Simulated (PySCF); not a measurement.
C2H5Be, doublet, geometry from GFN2-xTB (such geometries of metal compounds can be far from the true shape) (the spin is typed, not shown lowest). Base run: PySCF with HF/cc-pVDZ.

The PySCF input:
```python
from pyscf import gto, scf

mol = gto.M(
    atom='''
Be    0.859337    1.272339    0.932752
C     0.560763   -0.250559    0.142332
C    -0.843514   -0.222504   -0.472719
H     0.610207   -1.118816    0.809056
H     1.267254   -0.484044   -0.662149
H    -0.937561    0.579632   -1.204972
H    -1.605618   -0.065777    0.290887
H    -1.075126   -1.161975   -0.981506
''',
    basis='cc-pvdz',
    charge=0,
    spin=1,
    verbose=4,
)

mf = scf.UHF(mol)
mf.kernel()
```

Each row names what was changed in the base input (with any setting that the change needs).

```tsv
change	ΔE vs base (µEh)	SCF cycles	<S^2>
base	0.0	13	0.752
DIIS = ADIIS	0.0	23	0.752
diis_space = 4	0.0	14	0.752
level_shift = 0.3 (with mf.max_cycle = 100)	0.0	16	0.752
conv_tol = 1e-7	0.0	10	0.752
conv_tol = 1e-12	0.0	18	0.752
damp = 0.5; diis_start_cycle = 5	0.0	15	0.752
init_guess = sap	0.0	14	0.752
solver = newton	0.0	-	0.752
init_guess = mod_huckel	0.0	13	0.752
conv_tol_grad = 1e-3	0.0	13	0.752
diis_space = 12	0.0	12	0.752
conv_tol = 1e-11	0.0	16	0.752
```

Open shells are given as the SCF converged; they aren't shown to be the lowest states, and a large step between rows can be another state.
